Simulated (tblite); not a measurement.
Species: C₃H₆Cl₂OSi.
Z-matrix (Å and degrees, GFN2-xTB geometry), rows numbered from 1:
```
C 
C   1  1.3193
O   2  1.3591  1  121.60
Si  3  1.6140  2  135.44  1   165.76
Cl  4  1.9972  3  102.90  2   174.89
C   4  1.9170  3  111.95  2    58.31
Cl  6  1.7904  4  110.11  3   -64.53
H   1  1.0754  2  121.30  3    -0.57
H   1  1.0731  2  120.80  3   179.31
H   2  1.0816  1  123.00  3  -179.38
H   4  1.4566  3  111.70  2   -64.59
H   6  1.0897  4  112.82  3    53.92
H   6  1.0876  4  112.76  3   176.92
```

Computed values, GFN2-xTB/tblite, gas phase, harmonic and unscaled. Errors from tens to a few hundred cm⁻¹ against measured bands are possible. Modes of hydrogen on silicon can be 10 to 20 % off. One conformer, not necessarily the lowest.

Harmonic wavenumbers (cm⁻¹): 39.9, 51.7, 70.9, 95.7, 111.2, 170.6, 227.4, 247.6, 411.2, 536.4, 644.3, 652.9, 673.0, 678.9, 724.8, 751.8, 787.8, 847.8, 1002.8, 1023.9, 1091.1, 1190.9, 1198.0, 1301.6, 1366.8, 1426.8, 1695.2, 2307.0, 2978.0, 3003.1, 3054.4, 3129.2, 3170.9.

A = 1385, B = 1145, C = 651.9 MHz; mass 155.956 u (most abundant isotopes); point group C1, symmetry number 1.

Problem. What is the zero-point energy?

Solution. Half the sum of the wavenumbers: 18332 cm⁻¹ = 52.41 kcal/mol.

Problem. Give the ideal-gas entropy at 298.15 K and 1 bar in the rigid-rotor, harmonic-oscillator model (classical rotation).

Solution. Translation 41.07, rotation 30.12, vibration 31.23: S = 102.4 cal/(mol K).

Problem. And Cp and H(298.15 K) − H(0)?

Solution. Cp = 34.04 cal/(mol K), of which vibrations give 26.09 (their classical limit is 33 R = 65.6); H(298.15 K) − H(0) = 6.81 kcal/mol without the zero-point energy, 4.44 from vibrations.

Problem. What must be added to the electronic energy to get the Gibbs energy at 298.15 K and 1 bar?

Solution. ZPE + [H(298.15 K) − H(0)] − T·S = 52.41 + 6.81 − 30.54 = 28.68 kcal/mol.

Problem. Blend soft modes into free rotors: weight 1/[1 + (100 cm⁻¹/ν̃)⁴] for the oscillator and the rest for a rotor with moment μB/(μ + B), μ = h/(8π²ν), B = 10⁻⁴⁴ kg m². What vibrational entropy results?

Solution. 27.33 cal/(mol K) in place of 31.23, which changes −T·S at 298.15 K by +1.16 kcal/mol.

Problem. How do the functions run with temperature in this model?

Solution. 
```csv
T (K),S (cal/(mol K)),Cp (cal/(mol K)),H − H(0) (kcal/mol),G − H(0) (kcal/mol),ln q(vib)
50,62.0,15.4,0.56,-2.54,0.89
100,74.3,20.1,1.46,-5.97,2.60
373.15,110.6,38.8,9.54,-31.73,10.06
500,122.9,45.3,14.90,-46.55,12.96
750,143.0,53.8,27.38,-79.90,18.09
1000,159.3,59.1,41.53,-117.75,22.59
```

q(vib) and H(0) count from the zero-point level.

Hindered rotation and anharmonicity are outside this model. Other conformers, if any are populated, would add a mixing term that is left out. The structure is chiral; the term R ln 2 for an equal mix with its mirror image is left out.
